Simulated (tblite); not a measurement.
Species: C₆H₈O₂Si.
SMILES with atom numbers: `[CH:1]#[C:2][Si@H:3]([OH:4])[O:5]/[CH:6]=[CH:7]/[CH:8]=[CH2:9]` (hydrogens: H10 on C1; H11 on Si3; H12 on O4; H13 on C6; H14 on C7; H15 on C8; H16, H17 on C9)

Computed with GFN2-xTB (tblite), gas phase: Langevin dynamics at 400 K from the optimised GFN2-xTB geometry, time step 0.5 fs, friction 0.01 fs⁻¹, 2000 steps.

Start geometry:
```
atom  x, y, z in Å
C1      3.631    0.477    1.408
C2      3.071    0.198    0.383
Si3     2.152   -0.249   -1.170
O4      2.700    0.529   -2.476
O5      0.594    0.232   -1.010
C6     -0.338   -0.070   -0.092
C7     -1.557    0.472   -0.110
C8     -2.569    0.162    0.867
C9     -3.783    0.706    0.877
H10     4.131    0.727    2.300
H11     2.280   -1.663   -1.482
H12     2.423    1.420   -2.676
H13    -0.043   -0.780    0.673
H14    -1.811    1.181   -0.885
H15    -2.290   -0.558    1.625
H16    -4.514    0.453    1.625
H17    -4.085    1.425    0.134
```

The statistics below take the 31 frames saved every 25 fs from 250 to 1000 fs; their kinetic temperature (all 3N coordinates) averages 424 K.

Question: Give the mean, spread and extremes of the bond lengths.

Answer: 
```json
{"bond": "C1≡C2", "start (Å)": "1.202", "mean (Å)": "1.206", "standard deviation (Å)": "0.016", "shortest (Å)": "1.171", "longest (Å)": "1.232"}
{"bond": "C2–Si3", "start (Å)": "1.859", "mean (Å)": "1.866", "standard deviation (Å)": "0.046", "shortest (Å)": "1.781", "longest (Å)": "1.956"}
{"bond": "Si3–O4", "start (Å)": "1.615", "mean (Å)": "1.622", "standard deviation (Å)": "0.033", "shortest (Å)": "1.566", "longest (Å)": "1.694"}
{"bond": "Si3–O5", "start (Å)": "1.638", "mean (Å)": "1.638", "standard deviation (Å)": "0.035", "shortest (Å)": "1.569", "longest (Å)": "1.721"}
{"bond": "O5–C6", "start (Å)": "1.342", "mean (Å)": "1.354", "standard deviation (Å)": "0.036", "shortest (Å)": "1.296", "longest (Å)": "1.456"}
{"bond": "C6=C7", "start (Å)": "1.335", "mean (Å)": "1.333", "standard deviation (Å)": "0.024", "shortest (Å)": "1.285", "longest (Å)": "1.386"}
{"bond": "C7–C8", "start (Å)": "1.441", "mean (Å)": "1.445", "standard deviation (Å)": "0.031", "shortest (Å)": "1.383", "longest (Å)": "1.504"}
{"bond": "C8=C9", "start (Å)": "1.330", "mean (Å)": "1.329", "standard deviation (Å)": "0.017", "shortest (Å)": "1.297", "longest (Å)": "1.367"}
{"bond": "C1–H10", "start (Å)": "1.052", "mean (Å)": "1.056", "standard deviation (Å)": "0.023", "shortest (Å)": "1.017", "longest (Å)": "1.106"}
{"bond": "Si3–H11", "start (Å)": "1.454", "mean (Å)": "1.468", "standard deviation (Å)": "0.045", "shortest (Å)": "1.397", "longest (Å)": "1.545"}
{"bond": "O4–H12", "start (Å)": "0.954", "mean (Å)": "0.960", "standard deviation (Å)": "0.034", "shortest (Å)": "0.891", "longest (Å)": "1.022"}
{"bond": "C6–H13", "start (Å)": "1.085", "mean (Å)": "1.090", "standard deviation (Å)": "0.037", "shortest (Å)": "1.003", "longest (Å)": "1.149"}
{"bond": "C7–H14", "start (Å)": "1.081", "mean (Å)": "1.088", "standard deviation (Å)": "0.041", "shortest (Å)": "1.020", "longest (Å)": "1.183"}
{"bond": "C8–H15", "start (Å)": "1.082", "mean (Å)": "1.085", "standard deviation (Å)": "0.039", "shortest (Å)": "1.005", "longest (Å)": "1.161"}
{"bond": "C9–H16", "start (Å)": "1.076", "mean (Å)": "1.076", "standard deviation (Å)": "0.022", "shortest (Å)": "1.028", "longest (Å)": "1.119"}
{"bond": "C9–H17", "start (Å)": "1.077", "mean (Å)": "1.084", "standard deviation (Å)": "0.043", "shortest (Å)": "1.001", "longest (Å)": "1.185"}
```

Question: How far does each atom move about its mean position (frames aligned on the start, all atoms weighted alike), and what rms force does it feel?

Answer: 
```csv
atom,rms displacement (Å),rms force (eV/Å)
C1,0.47,2.04
C2,0.28,2.04
Si3,0.16,1.80
O4,0.35,1.87
O5,0.36,1.68
C6,0.37,2.18
C7,0.30,2.22
C8,0.26,2.01
C9,0.33,2.07
H10,0.69,0.89
H11,0.37,0.88
H12,0.51,1.59
H13,0.72,1.29
H14,0.61,1.37
H15,0.66,1.36
H16,0.46,0.89
H17,0.74,1.50
```

The displacements run from 0.16 to 0.74 Å, the largest at H17.

The run is classical and short, so these are rough statistics of one trajectory.

The cost below is that of the whole dynamics run. Hardware: one thread, Intel Xeon at 2.50 GHz (x86_64), no GPU, on a shared host. Cost: 50 s, 0.18 GiB resident at most.
